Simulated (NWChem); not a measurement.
Program: NWChem. System: H3Si2, charge 0, spin multiplicity 2, at a geometry optimised with UPBE0/def2-SVP. The structure started from a generated list of species. Its SCF solution wasn't tested for a lower state. Level: G0W0@UPBE0/def2-TZVPD, RI basis def2-tzvpd-rifit.

Part of the output:

```
             Northwest Computational Chemistry Package (NWChem) 7.3.0
             --------------------------------------------------------

                                NWChem Input Module
                                -------------------

 Scaling coordinates for geometry "geometry" by  1.889725989
 (inverse scale =  0.529177249)

                             Geometry "geometry" -> ""
                             -------------------------

 Output coordinates in angstroms (scale by  1.889725989 to convert to a.u.)

  No.       Tag          Charge          X              Y              Z
 ---- ---------------- ---------- -------------- -------------- --------------
    1 Si                  14.0000    -0.51384300    -1.12183500     0.03350600
    2 Si                  14.0000     0.35837100     0.98439600    -0.03581400
    3 H                    1.0000     0.88715800    -1.68771500    -0.21960000
    4 H                    1.0000     1.77115100     1.38783300     0.26577100
    5 H                    1.0000    -0.48170800     2.22402100    -0.01385600

 Effective nuclear repulsion energy (a.u.)      67.8128201118

            Nuclear Dipole moment (a.u.)
            ----------------------------
        X                 Y               Z
 ---------------- ---------------- ----------------
    -0.0000132281    -0.0000132281     0.0000056692


 Summary of "ao basis" -> "" (spherical)
 ------------------------------------------------------------------------------
       Tag                 Description            Shells   Functions and Types
 ---------------- ------------------------------  ------  ---------------------
 *                         def2-tzvpd                 on all atoms

 new library libraries.bse/

 Summary of "ri basis" -> "" (spherical)
 ------------------------------------------------------------------------------
       Tag                 Description            Shells   Functions and Types
 ---------------- ------------------------------  ------  ---------------------
 *                      def2-tzvpd-rifit              on all atoms

                                 NWChem DFT Module
                                 -----------------

 Summary of "ao basis" -> "ao basis" (spherical)
 ------------------------------------------------------------------------------
       Tag                 Description            Shells   Functions and Types
 ---------------- ------------------------------  ------  ---------------------
[...]
         257.982438425511         -92.189940913126           1.989557341277
         -92.189940913126          54.555078389751           4.730841382488
           1.989557341277           4.730841382488         311.200100834666

     Multipole analysis of the density
     ---------------------------------

     L   x y z        total         alpha         beta         nuclear
     -   - - -        -----         -----         ----         -------
     0   0 0 0     -0.000000    -16.000000    -15.000000     31.000000

     1   1 0 0      0.198816      0.065815      0.133015     -0.000013
     1   0 1 0      0.360309     -0.050713      0.411035     -0.000013
     1   0 0 1     -0.043129      0.243905     -0.287040      0.000006

     2   2 0 0    -23.030539    -29.929641    -27.563701     34.462804
     2   1 1 0     -0.298258    -23.747477    -22.612611     46.061829
     2   1 0 1      0.285102     -0.080743      0.859174     -0.493329
     2   0 2 0    -22.119265    -85.910467    -82.288259    146.079461
     2   0 1 1     -0.166430      0.066486      0.878239     -1.111155
     2   0 0 2    -20.622309    -13.120052     -8.047646      0.545389

 Task  times  cpu:       17.5s     wall:       17.5s

                                NWChem Input Module
                                -------------------

                                 NWChem GW Module
                                 ----------------

                             ***********************
                             ***        GW       ***
                             ***********************

 Summary of "ri basis" -> "ri basis" (spherical)
 ------------------------------------------------------------------------------
       Tag                 Description            Shells   Functions and Types
 ---------------- ------------------------------  ------  ---------------------
 Si                     def2-tzvpd-rifit            33      129   10s8p7d6f2g
 H                      def2-tzvpd-rifit            10       24   5s3p2d

                 Memory Information
                 ------------------
          Available GA per process is          1699.8 MBs
          Available stack per process is        700.0 MBs
          Available heap per process is           0.0 MBs

          Peak memory in Initialization
              Peak GA per process is                 10.9 MBs
              Peak stack per process is               0.1 MBs
              Peak heap per process is               11.2 MBs
              Memory not in MA per process            0.0 MBs

          Peak memory in AFF Calculation
              Peak GA per process is                 87.1 MBs
              Peak stack per process is              69.7 MBs
              Peak heap per process is                0.0 MBs
              Memory not in MA per process           69.7 MBs

          Computing 2-center integrals
          Computing Inverse Cholesky factor
          Computing 3-center integrals
          Computing V_xc ...

          Computing Sigma_x
          Computing RPA polarizability
          Solving quasiparticle equations

                  Alpha Orbitals
          State     Energy (eV)     Error (eV)
          -----------------------------------
@GW        13        -12.288           0.003
@GW        14        -10.598           0.004
@GW        15         -8.699           0.004
@GW        16         -8.192           0.004
@GW        17         -0.615           0.004
@GW        18          1.317           0.003

                   Beta Orbitals
          State     Energy (eV)     Error (eV)
          -----------------------------------
@GW        12        -14.553           0.004
@GW        13        -12.201           0.004
@GW        14        -10.439           0.004
@GW        15         -8.546           0.004
@GW        16         -1.956           0.004
@GW        17         -0.158           0.003

   Applying  -1.6516 eV scissor-shift to rest of particle states

   Applying   1.8286 eV scissor-shift to rest of hole states

   Applying  -1.8159 eV scissor-shift to rest of particle states

   Applying   1.6907 eV scissor-shift to rest of hole states

     GW Timing Statistics
   ------------------------
   Init.   :          0.0s
     ERIs  :          0.6s
     Distr.:          0.0s
     Vxc   :          1.5s
   Sigma_x :          0.0s
   RPA     :          4.7s
   Wmn     :          0.1s
   Sigma_c :          0.0s
   GW total:          6.9s

 Task  times  cpu:        6.9s     wall:        6.9s

 Total times  cpu:       24.4s     wall:       24.4s
```

Question: Write an NWChem input that would produce this output.

Answer: This is not unique; one that fits is 
```
start mol
memory heap 200 mb stack 700 mb global 1700 mb
geometry units angstroms nocenter noautoz noautosym
  Si    -0.513843    -1.121835     0.033506
  Si     0.358371     0.984396    -0.035814
  H      0.887158    -1.687715    -0.219600
  H      1.771151     1.387833     0.265771
  H     -0.481708     2.224021    -0.013856
end
basis spherical
  * library def2-tzvpd
end
basis "ri basis" bse spherical
  * library def2-tzvpd-rifit
end
dft
  xc pbe0
  odft
  mult 2
  iterations 100
  direct
  tolerances tight
end
task dft energy
gw
  states alpha occ 4 vir 2
  states beta occ 4 vir 2
end
task dft gw
```
